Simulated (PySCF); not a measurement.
SMILES CC(C[C]=O)C, doublet, GFN2-xTB optimised geometry.

```
15

C      0.68     0.84     0.00
C      0.15     0.09    -1.22
C      0.67    -1.34    -1.24
C     -1.39     0.11    -1.21
C     -2.03    -0.38    -2.45
O     -1.61    -0.72    -3.51
H      1.77     0.84     0.00
H      0.34     1.88     0.00
H      0.34     0.37     0.92
H      0.49     0.60    -2.13
H      0.35    -1.88    -0.35
H      1.76    -1.35    -1.28
H      0.29    -1.87    -2.11
H     -1.76     1.13    -1.06
H     -1.77    -0.49    -0.38
```

Density from unrestricted CAM-B3LYP/def2-TZVP in PySCF 2.14.0 at that geometry.

Minimum of the electron density along straight lines between bonded atoms, close to the bond critical point (lines longer than 1.1 times the sum of covalent radii, or with two minima, are not listed):

```
bond    length / Å  ρ at the minimum / e bohr⁻³  ∇²ρ there / e bohr⁻⁵  position (fraction from the first atom)
------  ----------  ---------------------------  --------------------  ---------------------------------------
C1–C2        1.526                        0.249                 -0.63                                     0.50
C2–C3        1.525                        0.250                 -0.63                                     0.50
C2–C4        1.544                        0.240                 -0.58                                     0.49
C4–C5        1.477                        0.267                 -0.71                                     0.47
C5–O6        1.191                        0.432                  0.26                                     0.33
C1–H7        1.088                        0.280                 -0.97                                     0.64
C1–H8        1.088                        0.280                 -0.97                                     0.64
C1–H9        1.088                        0.280                 -0.96                                     0.64
C2–H10       1.095                        0.281                 -0.98                                     0.64
C3–H11       1.089                        0.279                 -0.96                                     0.64
C3–H12       1.088                        0.280                 -0.97                                     0.64
C3–H13       1.087                        0.282                 -0.98                                     0.64
C4–H14       1.094                        0.277                 -0.95                                     0.64
C4–H15       1.093                        0.278                 -0.96                                     0.64
```
